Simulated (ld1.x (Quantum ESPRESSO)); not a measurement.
Cs (Z = 55): excitation energies, all-electron against RRKJ

| Property | Result |
| --- | --- |
| Element | caesium |
| Generator | ld1.x (Quantum ESPRESSO) 7.5 |
| Type | norm-conserving RRKJ (Kleinman–Bylander form) |
| Functional | PBEsol |
| Relativity | scalar-relativistic |
| Frozen core | [Kr] 4d10 |
| Valence charge | 9 |
| Reference configuration | 5s2 5p6 5d1 6s0 6p0 |
| Partial waves | 5p (bound): rc 2.20 bohr; 5d (bound): rc 4.20 bohr; 5s (bound): rc 2.60 bohr |
| Local potential | the s channel |
| Core correction | none |
| rho0 | 0.001 |

Energies are relative to the spin-unpolarised reference configuration 5s2 5p6 5d1 6s0 6p0; without spin polarisation the order of configurations can differ from experiment. Not all tests gave a result: 1 of 7 tests not solved or not reliable. Left out of the table: 5s2 5p6 5d0.5 6s0.5 6p0 (solver errors, printed error -1.1 eV).

(1) Give the all-electron excitation energy and the error of the potential for: 5s2 5p6 5d0 6s1 6p0; 5s2 5p6 5d0 6s0 6p0; 5s2 5p6 5d0 6s0.5 6p0; 5s2 5p6 5d0 6s0 6p1; 5s2 5p5 5d0 6s1 6p0; 5s1 5p6 5d0 6s1 6p0.

Levels in the configuration 5s2 5p5 5d0 6s1 6p0:

```json
{"level": "5s", "all-electron (eV)": "-36.258", "pseudo (eV)": "-40.153"}
{"level": "5p", "all-electron (eV)": "-22.482", "pseudo (eV)": "-26.291"}
{"level": "6s", "all-electron (eV)": "-7.358", "pseudo (eV)": "-0.953"}
```

A Bessel basis up to 400 Ry misses an occupied level by 0.06 Ry, so cutoffs and ghosts were not judged.

Answers

(1)

```csv
valence configuration,charge,ΔE all-electron (eV),error AE − PS (meV)
5s2 5p6 5d0 6s1 6p0,0,-1.662,-3733
5s2 5p6 5d0 6s0 6p0,+1,2.130,+2.8
5s2 5p6 5d0 6s0.5 6p0,+0.5,-0.205,-2163
5s2 5p6 5d0 6s0 6p1,0,-0.310,+4.9
5s2 5p5 5d0 6s1 6p0,+1,16.231,-8035
5s1 5p6 5d0 6s1 6p0,+1,30.076,-8150
```

These tests converged, but a pseudo level misses the all-electron one widely, so the file describes the atom poorly there or has found another state: 5s2 5p6 5d0 6s1 6p0: 5s by 5.2 eV (a node warning on the way); 5s2 5p6 5d0 6s0 6p0: empty 6s by 3.9 eV; 5s2 5p6 5d0 6s0.5 6p0: 6s by 3.4 eV; 5s2 5p5 5d0 6s1 6p0: 6s by 6.4 eV; 5s1 5p6 5d0 6s1 6p0: 6s by 6.4 eV. ld1.x printed “convergence not achieved” for 6 of the counted tests; their residual had stalled under 1e-8, short of the target of 1e-14.
